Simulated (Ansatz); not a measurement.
`[BH2][AlH][BH]O` + `C=C(S)Cl` → `BSC(=C)Cl` + `O[BH][AlH2]`  (cleavage of the B–Al bond)

Calculated with Ansatz (gas phase, PBE0-D4/def2-TZVP geometries, no zero-point term in ΔE). CCSD(T)/CBS adds triple-zeta CCSD(T) − MP2 to the extrapolated MP2 energy (def2 sets, frozen cores). DFT in def2-TZVPP. HSE06 is defined as in plane-wave codes. Each species was taken in one conformer, which may not be the lowest.

| level | ΔE (kcal/mol) | difference from CCSD(T)/CBS |
| --- | --- | --- |
| LDA (SPW92) | -32.5 | -2.3 |
| PBE-D4 | -30.4 | -0.2 |
| r2SCAN-D4 | -30.9 | -0.7 |
| r2SCANh-D4 | -30.9 | -0.7 |
| revPBE | -28.4 | 1.8 |
| PBE0 | -29.6 | 0.6 |
| HSE06 | -29.6 | 0.6 |
| BHLYP | -29.6 | 0.6 |
| HF/def2-SVP | -29.0 | 1.2 |
| CCSD(T)/def2-SVP | -32.1 | -1.9 |
| HF/def2-TZVPP | -27.6 | 2.6 |
| MP2/def2-TZVPP | -32.8 | -2.6 |
| SCS-MP2/def2-TZVPP | -31.2 | -1.0 |
| SCS-MP2/def2-QZVPP | -31.2 | -1.0 |
| MP2/CBS(def2) | -32.8 | -2.6 |
| CCSD/CBS(def2) | -29.1 | 1.1 |
| CCSD(T)/CBS | -30.2 | 0 |

Largest T1 diagnostic among the species: 0.014.

At CCSD(T), def2-SVP lies −1.9 kcal/mol from the extrapolated value and def2-TZVPP +0.0 kcal/mol. Leaving LDA and LC-ωPBE aside and taking each functional with its dispersion term where it has one, the values, not all of them listed here, spread over 3.4 kcal/mol, from B97M-V to ωB97X-V. LDA lies −2.8 kcal/mol from PBE without D4. In def2-TZVPP, CCSD(T) changes the Hartree–Fock value by −2.6 kcal/mol (the triples alone add −1.1 kcal/mol) and MP2 by −5.2 kcal/mol.
